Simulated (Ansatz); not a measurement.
Basis sets compared for In₇N₇H₂₀, a nanocrystal cut from zinc blende InN (hydrogen-capped). Total charge 0; singlet. Geometry PBE-D4/def2-SVP. Ansatz on 2 threads of AMD EPYC 7R13 on a shared host and a share (18 GiB) of an NVIDIA H100 80GB HBM3; times are rough, and most runs start from earlier orbitals.

```xyz
34

In   -3.0434   -1.5328   -0.2701
In    1.8440    2.6659   -1.3631
In   -0.0121   -0.7293   -2.0488
In   -1.4008    1.5670    0.5638
In   -1.2584   -1.1063    2.9790
In    1.7800   -0.3013    1.2125
In    0.1273   -3.3942    0.3762
N    -0.0471    3.1864   -0.3907
N    -1.6883    0.1613   -1.0380
N    -1.6462   -2.3801    1.2164
N     1.2125    1.1037   -2.7607
N     2.8373    1.4908    0.1941
N     1.1872   -1.5273   -0.4520
N    -0.0686    0.5479    1.9097
H    -3.1753   -2.5970   -1.6532
H    -4.3379   -0.6744    0.5361
H     2.7564    3.9873   -2.0381
H    -0.2255   -1.6060   -3.5312
H    -2.7207    2.5211    1.1633
H    -2.7258   -0.2888    3.4700
H    -0.0618   -1.8534    4.0147
H     2.9949   -0.8365    2.3302
H    -0.3087   -4.2803   -1.0685
H     1.1911   -3.9188    1.6630
H    -0.6388    3.7020   -1.0613
H     0.1366    3.8837    0.3481
H    -2.2905    0.6072   -1.7501
H    -2.1896   -3.1662    1.6180
H     0.6714    1.5358   -3.5264
H     2.0448    0.7275   -3.2416
H     3.7296    1.1280   -0.1773
H     3.1363    2.1229    0.9535
H     2.0411   -1.9356   -0.8677
H     0.1491    1.1897    2.6903
```

In the def2 sets In takes a core potential; there is no spin–orbit coupling. Single mean-field runs in def2-TZVP are fitted with def2-universal-jkfit.

Binding counts from free atoms (In doublet, N quartet, H doublet) in the same basis, without a counterpoise term.

```csv
level,functions,energy (Eh),HOMO (eV),LUMO (eV),binding per atom (eV),wall time
PBE-D4/def2-SVP,380,-1725.6678,-5.51,-2.04,2.92,6.5 s
PBE0-D4/def2-SVP,380,-1725.6995,-6.66,-1.19,2.86,8 s
```

Q: Estimate the rows for PBE-D4/def2-TZVP, PBE0-D4/def2-TZVP (with forces).

A: 
| level | functions | energy (Eh) | HOMO (eV) | LUMO (eV) | binding per atom (eV) | wall time |
| --- | --- | --- | --- | --- | --- | --- |
| PBE-D4/def2-TZVP | 687 | -1726.1880 | -5.60 | -2.30 | 2.92 | 6 s |
| PBE0-D4/def2-TZVP (with forces) | 687 | -1726.2050 | -6.74 | -1.51 | 2.86 | 11 s |
